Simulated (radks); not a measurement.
Values are calculated unless marked as measured or tabulated.
The tellurium anion Te2-, [Xe], held by a Watson sphere: a shell of charge +2 at radius R that stands for the Madelung well of a crystal (potential energy -2/R inside, -2/r outside, in hartree with lengths in bohr). Level of theory: scalar-relativistic Kohn-Sham, LDA (Slater exchange, Perdew-Wang correlation), spin-polarised, spherical densities, point nucleus (a radial shooting solver on a logarithmic mesh with Libxc functionals). Response by self-consistent Sternheimer equations with the Hartree and adiabatic LDA kernel, the relativistic mass of each level held fixed and spin-orbit coupling left out. The sphere does not respond.

| R (bohr) | e(4d) (eV) | e(5s) (eV) | e(5p) (eV) | <r> 5p (bohr) | sum of <r^2> (bohr^2) | X-ray form factor at sin(theta)/lambda = 0.2 1/angstrom | alpha (bohr^3) |
|---|---|---|---|---|---|---|---|
| 2.46 | -41.053 | -16.490 | -7.458 | 2.615 | 76.45 | 41.699 | 42.24 |
| 3.32 | -39.720 | -14.671 | -6.231 | 2.832 | 85.68 | 41.534 | 62.75 |
| 4.04 | -38.981 | -13.522 | -5.214 | 2.986 | 92.89 | 41.514 | 87.74 |
| 4.12 | -38.905 | -13.412 | -5.108 | 3.001 | 93.65 | 41.514 | 90.99 |
| 4.37 | -38.674 | -13.086 | -4.789 | 3.047 | 95.99 | 41.519 | 101.8 |
| 4.69 | -38.392 | -12.706 | -4.406 | 3.102 | 98.89 | 41.527 | 117.2 |
| 5.45 | -37.783 | -11.945 | -3.609 | 3.216 | 105.5 | 41.548 | 161.9 |
